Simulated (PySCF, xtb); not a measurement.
C2H7ClOSi, SMILES CO[SiH](C)Cl.

xtb with GFN2-xTB at its own geometry gives an orbital gap of 6.63 eV and a dipole moment of 3.77 D.

The structure is a stationary point at B3LYP-D3(BJ)/def2-SVP. Other conformers were not sampled.

What does PBE/def2-TZVP (PySCF) give? (Estimate from the structure and the level; the computed values follow.)

gap 6.90 eV (levels -6.86 and 0.05 eV), dipole 1.29 D.
